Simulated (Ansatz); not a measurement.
Consider the redistribution: `COB(C)[SeH]` + `O=[C]([AlH2])O[SiH3]` → `O=C([SeH])O[SiH3]` + `CO[B](C)[AlH2]`.

Gas-phase electronic energies from Ansatz, PBE0-D4/def2-TZVP geometries. CCSD(T)/CBS adds triple-zeta CCSD(T) − MP2 to the extrapolated MP2 energy (def2 sets, frozen cores). Functionals use def2-TZVPP. B3LYP here is the variant with VWN-RPA as its local correlation; programs differ in this. For Se outer-core shells are correlated without core-valence functions, which leaves a few kJ/mol of doubt a bond. Scalar relativity is left out up to krypton. One conformer a species, not always the lowest.

| level | ΔE (kcal/mol) | difference from CCSD(T)/CBS |
| --- | --- | --- |
| PBE-D4 | 26.7 | -5.8 |
| r2SCAN-D4 | 29.2 | -3.3 |
| PBE0-D4 | 28.2 | -4.3 |
| B3LYP-D4 | 29.3 | -3.2 |
| ωB97X-V | 30.3 | -2.2 |
| ωB97M-V | 31.5 | -1.0 |
| B2PLYP | 30.8 | -1.7 |
| PBE | 26.5 | -6.0 |
| r2SCAN | 29.2 | -3.3 |
| PBE0 | 28.1 | -4.4 |
| B3LYP | 28.9 | -3.6 |
| HF/def2-TZVPP | 32.1 | -0.4 |
| MP2/def2-TZVPP | 33.4 | 0.9 |
| SCS-MP2/def2-TZVPP | 32.6 | 0.1 |
| CCSD/def2-TZVPP | 31.8 | -0.7 |
| CCSD(T)/def2-TZVPP | 31.6 | -0.9 |
| HF/def2-QZVPP | 31.9 | -0.6 |
| MP2/def2-QZVPP | 33.9 | 1.4 |
| SCS-MP2/def2-QZVPP | 33.0 | 0.5 |
| HF/CBS(def2) | 31.9 | -0.6 |
| MP2/CBS(def2) | 34.3 | 1.8 |
| CCSD/CBS(def2) | 32.7 | 0.2 |
| CCSD(T)/CBS | 32.5 | 0 |

Largest T1 diagnostic among the species: 0.016.

From PBE to PBE0 (25 % exact exchange), in def2-TZVPP and without D4, ΔE moves by +1.6 kcal/mol.
